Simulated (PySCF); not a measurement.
PySCF input (TPSS/def2-TZVPD):

```python
from pyscf import gto, scf, dft

mol = gto.M(
    atom='''
    Si   -0.01747651    0.01787335    0.74815160
    Cl    1.14481131    1.35055980   -0.31392892
    Cl   -1.13041889   -1.36527904   -0.30219592
    ''',
    basis='def2-tzvpd',
    charge=0,
    spin=2,
    verbose=4,
)

mf = dft.UKS(mol, xc='tpss').density_fit(auxbasis='def2-universal-jkfit')
mf.grids.level = 3
mf.conv_tol = 1e-9
mf.max_cycle = 100
mf.max_memory = 1500
mf.kernel()
if not mf.converged:
    mf = mf.newton()
    mf.kernel(mf.make_rdm1())
for _ in range(2):
    mo, _, stable, _ = mf.stability(return_status=True)
    if stable:
        break
    mf.kernel(mf.make_rdm1(mo, mf.mo_occ))
mf.analyze()
```

End of the output:

```
Extra cycle  E= -1209.98223321081  delta_E= 8.41e-12  |g|= 5.92e-06  |ddm|= 1.18e-05
converged SCF energy = -1209.98223321081  <S^2> = 2.0035559  2S+1 = 3.0023696
uhf_internal: lowest eigs of H = [0.60248786 0.60342131 0.60855444]
<class 'pyscf.df.df_jk.DFUKS'> wavefunction is stable in the internal stability analysis
**** SCF Summaries ****
Total Energy =                       -1209.982233210808545
Nuclear Repulsion Energy =             165.277312752324491
One-electron Energy =                -2001.008710074740293
Two-electron Energy =                  625.749164111607342
Two-electron Coulomb Energy =          703.247206359226084
DFT Exchange-Correlation Energy =      -77.498042247618741
HOMO-LUMO gap [eV] =                    -0.954583785340139
**** MO energy ****
                             alpha | beta                alpha | beta
MO #1   energy= -101.016813173414  | -101.01510619629   occ= 1 | 1
MO #2   energy= -101.016811002757  | -101.015104009306  occ= 1 | 1
MO #3   energy= -65.7571425626665  | -65.7509081556963  occ= 1 | 1
MO #4   energy= -9.26707770972253  | -9.26568673757377  occ= 1 | 1
MO #5   energy= -9.2670745515208   | -9.26568364347502  occ= 1 | 1
MO #6   energy= -7.04512814180458  | -7.04209310597944  occ= 1 | 1
MO #7   energy= -7.04512418572652  | -7.04208885088081  occ= 1 | 1
MO #8   energy= -7.03785595624678  | -7.03667295629054  occ= 1 | 1
MO #9   energy= -7.03785141443838  | -7.03666879141741  occ= 1 | 1
MO #10  energy= -7.03730053835445  | -7.03526702444207  occ= 1 | 1
MO #11  energy= -7.03729968140365  | -7.03526615503493  occ= 1 | 1
MO #12  energy= -5.18638347810572  | -5.17965783861548  occ= 1 | 1
MO #13  energy= -3.56334923206262  | -3.55615059164699  occ= 1 | 1
MO #14  energy= -3.56091152366298  | -3.55537035092612  occ= 1 | 1
MO #15  energy= -3.56036910753507  | -3.54764864559145  occ= 1 | 1
MO #16  energy= -0.803124758645437 | -0.793319636959503 occ= 1 | 1
MO #17  energy= -0.786838448470362 | -0.777910095518129 occ= 1 | 1
MO #18  energy= -0.490540400468817 | -0.460192817997147 occ= 1 | 1
MO #19  energy= -0.398890923589093 | -0.386510981412734 occ= 1 | 1
MO #20  energy= -0.349683878009032 | -0.337937979509731 occ= 1 | 1
MO #21  energy= -0.345321410076119 | -0.330267848308657 occ= 1 | 1
MO #22  energy= -0.321187020042641 | -0.313188858608744 occ= 1 | 1
MO #23  energy= -0.315752498213039 | -0.312016711667837 occ= 1 | 1
MO #24  energy= -0.275037955104558 | -0.198235892604512 occ= 1 | 0
MO #25  energy= -0.163155585242052 | -0.085133849708356 occ= 1 | 0
MO #26  energy= -0.0592531998967942 | -0.0294838782224431 occ= 0 | 0
MO #27  energy= -0.0281217224281143 | -0.000733099390853892 occ= 0 | 0
MO #28  energy= -0.00169776816557388 | 0.00863562160218899 occ= 0 | 0
MO #29  energy= 0.0282125595844605 | 0.0369073585842214 occ= 0 | 0
MO #30  energy= 0.0313424432430009 | 0.0399162966167775 occ= 0 | 0
MO #31  energy= 0.0333377674806827 | 0.0442674038164902 occ= 0 | 0
MO #32  energy= 0.0407717749475559 | 0.0514836666624254 occ= 0 | 0
MO #33  energy= 0.0545493652967356 | 0.0589763099612245 occ= 0 | 0
MO #34  energy= 0.0603341020468765 | 0.0636061594390937 occ= 0 | 0
MO #35  energy= 0.0609640672914135 | 0.0778459803508999 occ= 0 | 0
MO #36  energy= 0.0741900081291121 | 0.0856377396691816 occ= 0 | 0
MO #37  energy= 0.093985989241986  | 0.113571380906395  occ= 0 | 0
MO #38  energy= 0.116024228785964  | 0.122824686679236  occ= 0 | 0
MO #39  energy= 0.122120564154618  | 0.133279346287055  occ= 0 | 0
MO #40  energy= 0.148632244499663  | 0.160259981032125  occ= 0 | 0
MO #41  energy= 0.153958645538925  | 0.165241727391009  occ= 0 | 0
MO #42  energy= 0.173477769314796  | 0.187232404987289  occ= 0 | 0
MO #43  energy= 0.186091977488144  | 0.193826232280723  occ= 0 | 0
MO #44  energy= 0.188300929652175  | 0.196016170238517  occ= 0 | 0
MO #45  energy= 0.193132099345924  | 0.200057860771981  occ= 0 | 0
MO #46  energy= 0.194167169226116  | 0.212922666198987  occ= 0 | 0
MO #47  energy= 0.197190828789206  | 0.219083423576987  occ= 0 | 0
MO #48  energy= 0.21011387735112   | 0.219445855816668  occ= 0 | 0
MO #49  energy= 0.212483244656555  | 0.221154339989214  occ= 0 | 0
MO #50  energy= 0.227012854980474  | 0.234978599868254  occ= 0 | 0
MO #51  energy= 0.24040823819314   | 0.263320999264778  occ= 0 | 0
MO #52  energy= 0.255572165782481  | 0.27070138086785   occ= 0 | 0
MO #53  energy= 0.26585281244069   | 0.307840138596109  occ= 0 | 0
MO #54  energy= 0.311167935315254  | 0.343991686840008  occ= 0 | 0
MO #55  energy= 0.341670301580971  | 0.361376214956643  occ= 0 | 0
MO #56  energy= 0.352165587191095  | 0.375312463493315  occ= 0 | 0
MO #57  energy= 0.376813681698862  | 0.383874935981264  occ= 0 | 0
MO #58  energy= 0.386128353391238  | 0.407780074417745  occ= 0 | 0
MO #59  energy= 0.408306367788969  | 0.429682773802881  occ= 0 | 0
MO #60  energy= 0.44191569540628   | 0.461902946884486  occ= 0 | 0
MO #61  energy= 0.50258731266171   | 0.510524380241659  occ= 0 | 0
MO #62  energy= 0.520325388086444  | 0.535370926151217  occ= 0 | 0
MO #63  energy= 0.527386601474436  | 0.537287604369578  occ= 0 | 0
MO #64  energy= 0.53189517300471   | 0.539889058030013  occ= 0 | 0
MO #65  energy= 0.543394129871596  | 0.552004333363808  occ= 0 | 0
MO #66  energy= 0.546032443287192  | 0.55347077916091   occ= 0 | 0
MO #67  energy= 0.56037393219211   | 0.566885729319136  occ= 0 | 0
MO #68  energy= 0.571398576821883  | 0.582166741197977  occ= 0 | 0
MO #69  energy= 0.581125069955679  | 0.594368360105368  occ= 0 | 0
MO #70  energy= 0.591882612686243  | 0.599158901867223  occ= 0 | 0
MO #71  energy= 0.603619489967725  | 0.61147560222932   occ= 0 | 0
MO #72  energy= 0.604636648801541  | 0.626365605762232  occ= 0 | 0
MO #73  energy= 0.64890812253092   | 0.670899984905644  occ= 0 | 0
MO #74  energy= 0.665332910858798  | 0.686517031646132  occ= 0 | 0
MO #75  energy= 0.707103741349265  | 0.715876308304324  occ= 0 | 0
MO #76  energy= 0.734262865888379  | 0.743902523797683  occ= 0 | 0
MO #77  energy= 0.953504868194349  | 0.995655302736454  occ= 0 | 0
MO #78  energy= 0.958598098517561  | 0.998561730414013  occ= 0 | 0
MO #79  energy= 0.98100465722762   | 1.00217082230473   occ= 0 | 0
MO #80  energy= 0.987767465971807  | 1.02141261248124   occ= 0 | 0
MO #81  energy= 0.990887870987192  | 1.03505399756405   occ= 0 | 0
MO #82  energy= 1.00153092943281   | 1.037805723112     occ= 0 | 0
MO #83  energy= 1.07195882705694   | 1.09727478955795   occ= 0 | 0
MO #84  energy= 1.10052430495358   | 1.11472501080975   occ= 0 | 0
MO #85  energy= 1.13517954005978   | 1.16394990724791   occ= 0 | 0
MO #86  energy= 1.14092733058674   | 1.17308188858597   occ= 0 | 0
MO #87  energy= 1.16266011836556   | 1.19823013559428   occ= 0 | 0
MO #88  energy= 1.20990613144922   | 1.25243716257506   occ= 0 | 0
MO #89  energy= 1.26822154321541   | 1.30032409302253   occ= 0 | 0
MO #90  energy= 1.28103887428777   | 1.3133070096665    occ= 0 | 0
MO #91  energy= 1.29132099355533   | 1.31493757689639   occ= 0 | 0
MO #92  energy= 1.55405604126639   | 1.58224391714145   occ= 0 | 0
MO #93  energy= 1.79049639235835   | 1.81371833397707   occ= 0 | 0
MO #94  energy= 1.85560716706183   | 1.86121211759131   occ= 0 | 0
MO #95  energy= 1.86179920289655   | 1.86724645599648   occ= 0 | 0
MO #96  energy= 1.86340460579374   | 1.86929838827079   occ= 0 | 0
MO #97  energy= 1.87039967205379   | 1.876686895691     occ= 0 | 0
MO #98  energy= 1.89095136309986   | 1.89886810528181   occ= 0 | 0
MO #99  energy= 1.89470813507187   | 1.90414486013513   occ= 0 | 0
MO #100 energy= 1.90740950070531   | 1.9172281665245    occ= 0 | 0
MO #101 energy= 1.91201076604401   | 1.92154518333141   occ= 0 | 0
MO #102 energy= 1.92293391989813   | 1.93300601971701   occ= 0 | 0
MO #103 energy= 1.95726699831092   | 1.9674081846777    occ= 0 | 0
MO #104 energy= 2.03164798717895   | 2.03802704303686   occ= 0 | 0
[...]
```

This is an excited triplet: at this geometry the singlet lies 2.12 eV lower at RI-MP2/CBS(aug-cc-pV(T+d)Z,aug-cc-pV(Q+d)Z)+[CCSD(T)-MP2]/aug-cc-pV(T+d)Z.
